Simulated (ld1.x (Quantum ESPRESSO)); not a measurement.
# Transferability test, ultrasoft potential for beryllium (Be)

* Element: Be
* Generator: ld1.x (Quantum ESPRESSO) 7.5
* Type: ultrasoft
* Functional: PBE
* Relativity: scalar-relativistic
* Frozen core: none
* Valence charge: 4
* Reference configuration: 1s2 2s1.75 2p0.25
* Partial waves: 1s (bound): rcut 0.65, rcutus 0.75 bohr; 2s (bound): rcut 0.65, rcutus 0.75 bohr; 2p (bound): rcut 3.55, rcutus 4.30 bohr; 2p channel at 4.15 Ry: rcut 3.55, rcutus 4.30 bohr
* Local potential: all-electron potential smoothed inside 1.55 bohr (lloc = -1)
* Core correction: none
* Augmentation charge: PSQ, inside the norm-conserving radii

Energies are relative to the spin-unpolarised reference configuration 1s2 2s1.75 2p0.25; without spin polarisation the order of configurations can differ from experiment. Not all tests gave a result: 1 of 7 tests not solved or not reliable. Left out of the table: 1s2 2s0 2p1 (solver errors, printed error -1.0 eV).

Give the all-electron excitation energy and the error of the potential for: 1s2 2s2 2p0; 1s2 2s1 2p0; 1s2 2s0 2p0; 1s2 2s0 2p2; 1s2 2s1.5 2p0; 1s2 2s1 2p1.

```tsv
valence configuration	charge	ΔE all-electron (eV)	error AE − PS (meV)
1s2 2s2 2p0	0	-0.899	-0.2
1s2 2s1 2p0	+1	8.651	+5.9
1s2 2s0 2p0	+2	26.600	+16
1s2 2s0 2p2	0	6.352	-3.0
1s2 2s1.5 2p0	+0.5	2.862	+2.4
1s2 2s1 2p1	0	2.713	-1.0
```

Levels in the configuration 1s2 2s1.5 2p0:

| level | all-electron (eV) | pseudo (eV) |
| --- | --- | --- |
| 1s | -111.593 | -111.576 |
| 2s | -9.498 | -9.492 |
